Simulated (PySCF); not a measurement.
A side-by-side comparison of computed properties.

First species: C₅H₉N₂S (charge +1).
Numbering: `[CH3:1][S:2][CH2:3][c:4]1[cH:5][nH+:6][cH:7][nH:8]1` (hydrogens: H9, H10, H11 on C1; H12, H13 on C3; H14 on C5; H15 on N6; H16 on C7; H17 on N8)

Structure used (GFN2-xTB), in Å, numbered top down from 1:
```xyz
17
C5H9N2S angstrom
C      2.6252    0.6204    0.5400
S      1.9195    0.3752   -1.1069
C      0.7758   -1.0387   -0.7610
C     -0.5056   -0.4992   -0.2723
C     -1.0688   -0.4618    0.9762
N     -2.2315    0.2452    0.8749
C     -2.3912    0.6434   -0.3800
N     -1.3573    0.2015   -1.0868
H      1.8480    0.8970    1.2465
H      3.3388    1.4323    0.4421
H      3.1403   -0.2828    0.8533
H      0.6554   -1.5566   -1.7115
H      1.2400   -1.7007   -0.0346
H     -0.7297   -0.8892    1.8976
H     -2.8662    0.4328    1.6405
H     -3.2127    1.2208   -0.7588
H     -1.1871    0.3723   -2.0701
```

Second species: C6H10O.
Structure used (GFN2-xTB), in Å, numbered top down from 1:
```
atom  x, y, z in Å
C1     0.494   -2.611    0.421
C2     1.307   -1.575    0.589
C3     0.962   -0.168    0.442
C4     1.872    0.784    0.636
C5    -0.458    0.166    0.064
O6    -0.641    1.557   -0.042
C7    -1.952    1.904   -0.393
H8     0.841   -3.622    0.551
H9    -0.542   -2.501    0.149
H10    2.339   -1.755    0.863
H11    2.886    0.544    0.906
H12    1.620    1.823    0.528
H13   -0.701   -0.317   -0.898
H14   -1.143   -0.245    0.825
H15   -1.985    2.991   -0.446
H16   -2.674    1.555    0.358
H17   -2.231    1.483   -1.368
```

Levels: wB97X-D/def2-SVPD for HOMO energy, LUMO energy, HOMO–LUMO gap, static isotropic polarisability and electronic spatial extent ⟨r²⟩ about the centre of nuclear charge; TDDFT wB97X-D/def2-SVPD for lowest singlet excitation; TDA wB97X-D/def2-SVPD for lowest triplet excitation (Tamm–Dancoff); GFN2-xTB for rotational constant A and rotational constant C. Geometries: GFN2-xTB. Each structure is a single optimised conformer of the isolated species, non-relativistic unless stated; the electronic structure was computed with PySCF and density fitting.

The conformers computed, where there is a choice (atom-mapped SMILES and torsion angles):
- `[CH3:1][S:2][CH2:3][c:4]1[cH:5][nH+:6][cH:7][nH:8]1`: C1–S2–C3–C4 86°, S2–C3–C4–C5 -106°
- `[CH2:1]=[CH:2][C:3](=[CH2:4])[CH2:5][O:6][CH3:7]`: C1–C2–C3–C4 180°, C2–C3–C5–O6 180°, C3–C5–O6–C7 180°

Values for the first species:

| Quantity | Value |
| --- | --- |
| HOMO energy | -11.99 eV |
| LUMO energy | -3.59 eV |
| HOMO–LUMO gap | 8.40 eV |
| Lowest singlet excitation | 4.64 eV |
| Lowest triplet excitation (Tamm–Dancoff) | 4.26 eV |
| Static isotropic polarisability | 86.2 au |
| Electronic spatial extent ⟨r²⟩ about the centre of nuclear charge | 1251 bohr² |
| Rotational constant A | 3.830 GHz |
| Rotational constant C | 0.947 GHz |

(1) Estimate the same properties for the second species, and the change in each.

Results:

(1) 
```csv
property,first,second,second less first
HOMO energy,-11.99 eV,-8.54 eV,+3.45 eV
LUMO energy,-3.59 eV,0.97 eV,+4.56 eV
HOMO–LUMO gap,8.40 eV,9.51 eV,+1.11 eV
lowest singlet excitation,4.64 eV,5.94 eV,+1.30 eV
lowest triplet excitation (Tamm–Dancoff),4.26 eV,3.40 eV,-0.86 eV
static isotropic polarisability,86.2 au,81.5 au,-4.7 au
electronic spatial extent ⟨r²⟩ about the centre of nuclear charge,1251 bohr²,994 bohr²,-257 bohr²
rotational constant A,3.830 GHz,4.999 GHz,+1.169 GHz
rotational constant C,0.947 GHz,1.205 GHz,+0.258 GHz
```

On the first: No computed singlet falls in the visible range (750 to 380 nm, 1.65 to 3.26 eV); S1 lies 1.38 eV above its blue end. The vertical singlet–triplet gap S1 − T1 is 0.38 eV (TDDFT singlet less Tamm–Dancoff triplet; S1: HOMO→LUMO, weight 0.69; T1: HOMO→LUMO, weight 0.43, beside HOMO−1→LUMO, weight 0.23).

On the second: The polarisability is 12.07 Å³ as a volume (1 au = 0.148185 Å³), or 1.51 au for each of the 54 electrons. The 8 singlets span 5.94 to 7.65 eV, and their oscillator strengths add up to 0.72.
